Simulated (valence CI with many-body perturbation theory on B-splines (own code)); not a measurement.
## Mg⁷⁺: calculated level list

Method: valence CI with perturbative core correlation (CI+MBPT): three valence electrons over a frozen Dirac-Fock core [He], radial functions for each j: 11 s, 11 p, 10 d, 8 f, 5 g, 2 h, with the one-electron correlation potential Σ1, the two-electron term Σ2, the three-electron term Σ3, Breit, model QED; selected CI, second order for the rest, scaled by the run's own slope (own B-spline code, finite nucleus).

No measured spectrum was set against this ion. As an estimate, levels hold to about 100 cm⁻¹ or 0.05 % of their energy and the worst to 300 or 400 cm⁻¹, as in measured light ions of charge 2 to 7.

Levels 46 to 90 of 194, with energies above the lowest level, 2s²2p ²P°_1/2. "Leading %" is the weight of the configuration and term that name the level; weights of strongly mixed levels are sums over their largest components and can fall short. In the jj column 3d3/2^4 stands for four electrons in 3d with j = 3/2. Lifetimes count E1, E2, E3, M1 and M2 decay at the calculated energies, and are blank where another channel may lead or the interval is too uncertain; long ones can be off by a factor of two.

```tsv
No.	Configuration	Term	J	E (cm⁻¹)	Leading %	g	Leading jj	Lifetime
46	2s2p3d	⁴D°	7/2	1477200	98	1.428	2s 2p3/2 3d5/2 (70 %)	1.53 ps
47	2s2p3d	²D°	3/2	1478200	96	0.806	2s 2p3/2 3d5/2 (44 %)	4.22 ps
48	2s2p3d	²D°	5/2	1478500	92	1.212	2s 2p3/2 3d3/2 (48 %)	4.01 ps
49	2s2p3d	⁴P°	5/2	1483500	93	1.585	2s 2p3/2 3d5/2 (57 %)	2.79 ps
50	2s2p3d	⁴P°	3/2	1484300	96	1.723	2s 2p3/2 3d3/2 (53 %)	2.78 ps
51	2s2p3d	⁴P°	1/2	1484700	98	2.656	2s 2p3/2 3d3/2 (86 %)	2.80 ps
52	2s2p3s	²P°	1/2	1487100	93	0.666	2s 2p3/2 3s (61 %)	7.22 ps
53	2s2p3s	²P°	3/2	1487200	92	1.333	2s 2p3/2 3s (64 %)	7.13 ps
54	2s2p3d	²F°	5/2	1504900	99	0.857	2s 2p1/2 3d5/2 (52 %)	2.40 ps
55	2s2p3d	²F°	7/2	1507000	99	1.143	2s 2p3/2 3d3/2 (53 %)	2.34 ps
56	2s2p3d	²P°	3/2	1513100	95	1.333	2s 2p3/2 3d5/2 (41 %)	3.43 ps
57	2s2p3d	²P°	1/2	1514300	95	0.666	2s 2p3/2 3d5/2 (78 %)	3.38 ps
58	2s2p3p	²D	3/2	1548700	90	0.815	2s 2p3/2 3p1/2 (63 %)	41.0 ps
59	2s2p3p	²D	5/2	1549000	93	1.200	2s 2p3/2 3p3/2 (58 %)	42.4 ps
60	2s2p3p	²P	1/2	1549800	88	0.668	2s 2p3/2 3p1/2 (42 %)	12.2 ps
61	2s2p3p	²P	3/2	1550500	86	1.318	2s 2p3/2 3p3/2 (58 %)	12.3 ps
62	2s2p3p	²S	1/2	1560000	89	2.000	2s 2p3/2 3p3/2 (48 %)	16.9 ps
63	2p²3s	⁴P	1/2	1590900	98	2.669	2p1/2^2 3s (46 %)	19.2 ps
64	2p²3s	⁴P	3/2	1592100	98	1.734	2p1/2 2p3/2 3s (89 %)	19.1 ps
65	2p²3s	⁴P	5/2	1593900	98	1.600	2p3/2^2 3s (62 %)	18.9 ps
66	2s2p3d	²F°	7/2	1597600	91	1.143	2s 2p3/2 3d5/2 (58 %)	3.22 ps
67	2s2p3d	²F°	5/2	1597700	90	0.856	2s 2p3/2 3d3/2 (60 %)	3.10 ps
68	2s2p3d	²D°	3/2	1607900	97	0.799	2s 2p3/2 3d3/2 (59 %)	1.93 ps
69	2s2p3d	²D°	5/2	1608200	97	1.200	2s 2p3/2 3d5/2 (62 %)	1.93 ps
70	2s2p3d	²P°	1/2	1616900	93	0.666	2s 2p3/2 3d3/2 (63 %)	2.64 ps
71	2s2p3d	²P°	3/2	1617100	93	1.334	2s 2p3/2 3d5/2 (57 %)	2.64 ps
72	2p²3s	²P	1/2	1620000	84	0.667	2p1/2 2p3/2 3s (58 %)	9.67 ps
73	2p²3s	²P	3/2	1622000	84	1.329	2p1/2 2p3/2 3s (44 %)	9.64 ps
74	2p²3p	²S°	1/2	1633500	99	2.001	2p3/2^2 3p3/2 (31 %)	7.72 ps
75	2p²3s	²D	5/2	1638800	92	1.200	2p1/2 2p3/2 3s (58 %)	11.7 ps
76	2p²3s	²D	3/2	1638800	92	0.803	2p1/2 2p3/2 3s (54 %)	11.7 ps
77	2p²3p	⁴D°	1/2	1642600	98	0.004	2p1/2^2 3p1/2 (40 %)	16.6 ps
78	2p²3p	⁴D°	3/2	1643300	98	1.203	2p1/2 2p3/2 3p1/2 (58 %)	16.6 ps
79	2p²3p	⁴D°	5/2	1644500	98	1.373	2p1/2 2p3/2 3p3/2 (64 %)	16.6 ps
80	2p²3p	⁴D°	7/2	1646100	98	1.429	2p3/2^2 3p3/2 (62 %)	16.6 ps
81	2s²4s	²S	1/2	1649200	90	2.002	2s^2 4s (90 %)	33.4 ps
82	2p²3p	⁴P°	1/2	1650600	97	2.662	2p1/2 2p3/2 3p1/2 (47 %)	11.9 ps
83	2p²3p	⁴P°	3/2	1651100	96	1.724	2p3/2^2 3p1/2 (26 %)	11.9 ps
84	2p²3p	⁴P°	5/2	1652200	94	1.586	2p1/2 2p3/2 3p3/2 (45 %)	11.9 ps
85	2p²3p	²D°	3/2	1657500	97	0.807	2p1/2 2p3/2 3p3/2 (59 %)	10.8 ps
86	2p²3p	²D°	5/2	1659800	95	1.212	2p3/2^2 3p3/2 (61 %)	10.7 ps
87	2p²3p	²P°	3/2	1671300	78	1.334	2p1/2 2p3/2 3p3/2 (37 %)	8.41 ps
88	2p²3p	²P°	1/2	1671400	71	0.667	2p3/2^2 3p3/2 (34 %)	8.85 ps
89	2p²3p	⁴S°	3/2	1673900	98	1.994	2p1/2 2p3/2 3p3/2 (35 %)	9.79 ps
90	2s²4p	²P°	1/2	1674700	69	0.666	2s^2 4p1/2 (69 %)	28.5 ps
```

Names give the largest LS component (configuration and term), which can be under half, so a name can repeat, a term be missing and a line seem to break the LS rules; names also repeat where a configuration has a term twice.
